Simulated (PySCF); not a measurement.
A run for PySCF: D3(BJ) and D4 dispersion corrections on GeH4STe (SMILES S[Te][GeH3]), a point of a torsion scan.

```python
from pyscf import gto
from pyscf.dispersion import dftd3, dftd4

mol = gto.M(
    atom='''
    S     2.45070557    0.52763606    0.06205512
    Te    1.00757873   -1.10335137    1.06410943
    Ge   -1.15363121    0.00622737    0.34980904
    H     2.67171383   -0.09760076   -1.08670458
    H    -0.93510830    0.94477339   -0.79557238
    H    -2.16878033   -1.00672851   -0.08950021
    H    -1.82990003    0.80395131    1.42686439
    ''',
    basis='def2-svp',
    charge=0, spin=0, verbose=0, max_memory=1800)
d3, d4 = {}, {}
for xc in ['hf', 'pbe', 'blyp', 'revpbe', 'tpss', 'r2scan', 'b3lyp', 'pbe0', 'bhlyp', 'camb3lyp', 'b2plyp']:
    d3[xc] = float(dftd3.DFTD3Dispersion(mol, xc=xc, version='d3bj', atm=False).get_dispersion()['energy'])
    print(f'D3(BJ) {xc:10s} {d3[xc]:14.8f} Eh')
for xc in ['hf', 'pbe', 'blyp', 'revpbe', 'tpss', 'r2scan', 'b3lyp', 'pbe0', 'bhlyp', 'camb3lyp', 'b2plyp']:
    d4[xc] = float(dftd4.DFTD4Dispersion(mol, xc={'camb3lyp': 'cam-b3lyp'}.get(xc, xc), atm=True).get_dispersion()['energy'])
    print(f'D4     {xc:10s} {d4[xc]:14.8f} Eh')
```

The log:

```
D3(BJ) hf            -0.05548766 Eh
D3(BJ) pbe           -0.00692633 Eh
D3(BJ) blyp          -0.01649393 Eh
D3(BJ) revpbe        -0.01567002 Eh
D3(BJ) tpss          -0.00932991 Eh
D3(BJ) r2scan        -0.00194963 Eh
D3(BJ) b3lyp         -0.01396547 Eh
D3(BJ) pbe0          -0.00662686 Eh
D3(BJ) bhlyp         -0.01291912 Eh
D3(BJ) camb3lyp      -0.00711551 Eh
D3(BJ) b2plyp        -0.00765895 Eh
D4     hf            -0.02176833 Eh
D4     pbe           -0.00717385 Eh
D4     blyp          -0.01508906 Eh
D4     revpbe        -0.01674285 Eh
D4     tpss          -0.00955488 Eh
D4     r2scan        -0.00155005 Eh
D4     b3lyp         -0.01185322 Eh
D4     pbe0          -0.00615153 Eh
D4     bhlyp         -0.01143913 Eh
D4     camb3lyp      -0.00647927 Eh
D4     b2plyp        -0.00493785 Eh
```

The run finished.

Cost: roughly 0.020 core-seconds.
